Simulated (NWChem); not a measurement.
BO, doublet; SMILES [B]=O

```xyz
2

B      0.0000     0.0000    -0.7376
O      0.0000     0.0000     0.4642
```
Atoms are numbered in this order, from 1.

All runs use the structure optimised with PBE0/def2-SVP, spin-unrestricted. No stability test was run on the SCF state.

Question: List the 4 lowest vertical excitations from PBE/aug-cc-pVDZ, spin-unrestricted, TDA (NWChem).

Answer: 
```tsv
state	energy (eV)	oscillator strength	<S²>
state 1	3.51	0.007	0.78
state 2	3.51	0.007	0.78
state 3	5.08	0.013	0.86
state 4	7.02	0.077	0.77
```
